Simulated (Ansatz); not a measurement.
Born–Oppenheimer molecular dynamics of ClFGeH2 (5 atoms, charge 0, multiplicity 1). It starts from a relaxed structure.

Computed with RKS PBE-D4/def2-SVP in Ansatz.

```json
{"ensemble": "NVT, Langevin thermostat", "time step": "0.5 fs", "steps asked": "150", "set temperature": "700 K", "friction": "0.5 /fs", "seed": "560628"}
```

Frames 1 fs apart, positions in Å, forces in eV/Å.

Velocities at 35.0 fs (Å/ps):

```
F -2.66 1.52 5.66
Ge -3.49 -1.43 -1.74
Cl 2.35 1.66 -5.21
H -14.81 -2.82 3.28
H -2.57 -18.31 18.12
```

```xyz
5
Properties=species:S:1:pos:R:3:forces:R:3 time_fs=35.0 energy_less_start_eV=0.282 T=338
F -0.248 -0.471 1.614 0.01 -0.27 -0.21
Ge 0.141 -0.024 -0.040 0.64 -1.72 -0.89
Cl -1.393 1.214 -0.716 -1.22 1.01 -0.39
H 0.107 -1.261 -1.194 0.21 0.96 1.49
H 1.411 0.817 0.068 0.37 0.02 0.01
5
Properties=species:S:1:pos:R:3:forces:R:3 time_fs=36.0 energy_less_start_eV=0.261 T=418
F -0.250 -0.473 1.619 0.00 -0.24 -0.31
Ge 0.139 -0.026 -0.040 0.65 -1.60 -0.69
Cl -1.394 1.213 -0.722 -1.17 1.02 -0.37
H 0.078 -1.252 -1.184 0.27 0.88 1.42
H 1.423 0.806 0.096 0.25 -0.05 -0.06
5
Properties=species:S:1:pos:R:3:forces:R:3 time_fs=37.0 energy_less_start_eV=0.240 T=1061
F -0.246 -0.479 1.626 0.02 -0.17 -0.48
Ge 0.141 -0.025 -0.038 0.78 -1.41 -0.44
Cl -1.398 1.213 -0.728 -1.05 1.00 -0.30
H 0.046 -1.238 -1.175 0.34 0.78 1.34
H 1.461 0.786 0.115 -0.09 -0.19 -0.13
5
Properties=species:S:1:pos:R:3:forces:R:3 time_fs=38.0 energy_less_start_eV=0.246 T=545
F -0.244 -0.479 1.635 0.04 -0.12 -0.63
Ge 0.143 -0.025 -0.037 0.74 -1.36 -0.27
Cl -1.403 1.212 -0.729 -0.92 0.96 -0.24
H 0.013 -1.236 -1.173 0.40 0.76 1.33
H 1.491 0.759 0.131 -0.27 -0.23 -0.18
5
Properties=species:S:1:pos:R:3:forces:R:3 time_fs=39.0 energy_less_start_eV=0.244 T=875
F -0.243 -0.480 1.641 0.08 -0.06 -0.78
Ge 0.145 -0.028 -0.038 0.59 -1.33 -0.13
Cl -1.412 1.214 -0.727 -0.75 0.85 -0.18
H -0.010 -1.254 -1.158 0.45 0.82 1.31
H 1.505 0.749 0.133 -0.37 -0.28 -0.22
5
Properties=species:S:1:pos:R:3:forces:R:3 time_fs=40.0 energy_less_start_eV=0.216 T=741
F -0.241 -0.478 1.648 0.10 -0.02 -0.93
Ge 0.146 -0.032 -0.042 0.18 -1.40 0.08
Cl -1.422 1.218 -0.727 -0.55 0.68 -0.13
H -0.004 -1.278 -1.132 0.42 0.86 1.23
H 1.493 0.730 0.146 -0.15 -0.13 -0.24
5
Properties=species:S:1:pos:R:3:forces:R:3 time_fs=41.0 energy_less_start_eV=0.187 T=605
F -0.240 -0.472 1.653 0.13 0.00 -1.00
Ge 0.149 -0.035 -0.042 -0.07 -1.27 0.13
Cl -1.428 1.224 -0.730 -0.37 0.52 -0.07
H -0.002 -1.291 -1.109 0.39 0.84 1.15
H 1.489 0.731 0.128 -0.09 -0.10 -0.21
5
Properties=species:S:1:pos:R:3:forces:R:3 time_fs=42.0 energy_less_start_eV=0.162 T=655
F -0.239 -0.471 1.653 0.13 0.01 -0.93
Ge 0.149 -0.038 -0.039 0.25 -0.89 0.12
Cl -1.434 1.231 -0.732 -0.20 0.38 -0.01
H 0.014 -1.298 -1.086 0.33 0.79 1.06
H 1.527 0.730 0.116 -0.51 -0.29 -0.23
5
Properties=species:S:1:pos:R:3:forces:R:3 time_fs=43.0 energy_less_start_eV=0.124 T=817
F -0.239 -0.473 1.649 0.10 0.00 -0.85
Ge 0.149 -0.041 -0.039 0.40 -0.57 0.17
Cl -1.444 1.235 -0.732 -0.02 0.22 0.04
H 0.055 -1.296 -1.060 0.20 0.64 0.87
H 1.551 0.707 0.113 -0.68 -0.29 -0.23
5
Properties=species:S:1:pos:R:3:forces:R:3 time_fs=44.0 energy_less_start_eV=0.092 T=449
F -0.239 -0.479 1.644 0.06 0.00 -0.78
Ge 0.150 -0.040 -0.039 0.43 -0.30 0.32
Cl -1.453 1.239 -0.730 0.11 0.11 0.07
H 0.092 -1.286 -1.031 0.10 0.41 0.63
H 1.560 0.691 0.125 -0.71 -0.23 -0.24
5
Properties=species:S:1:pos:R:3:forces:R:3 time_fs=45.0 energy_less_start_eV=0.066 T=504
F -0.238 -0.484 1.642 0.03 0.00 -0.75
Ge 0.149 -0.041 -0.039 0.34 -0.11 0.53
Cl -1.455 1.243 -0.728 0.17 0.05 0.08
H 0.125 -1.270 -1.006 0.00 0.10 0.35
H 1.556 0.660 0.127 -0.54 -0.05 -0.22
5
Properties=species:S:1:pos:R:3:forces:R:3 time_fs=46.0 energy_less_start_eV=0.065 T=497
F -0.239 -0.488 1.643 0.00 -0.01 -0.72
Ge 0.147 -0.043 -0.036 0.39 0.11 0.67
Cl -1.455 1.243 -0.727 0.20 0.02 0.09
H 0.169 -1.254 -0.991 -0.11 -0.18 0.13
H 1.558 0.638 0.124 -0.48 0.06 -0.17
```

Of the whole run (75 fs, mean temperature of the second half 733 K): A run of 0.075 ps of so small a system gives no equilibrium averages. The friction is so strong that the motion is overdamped, so the time scale means little.

Time of the run: 2.7 min on 1 CPU thread of a shared host.
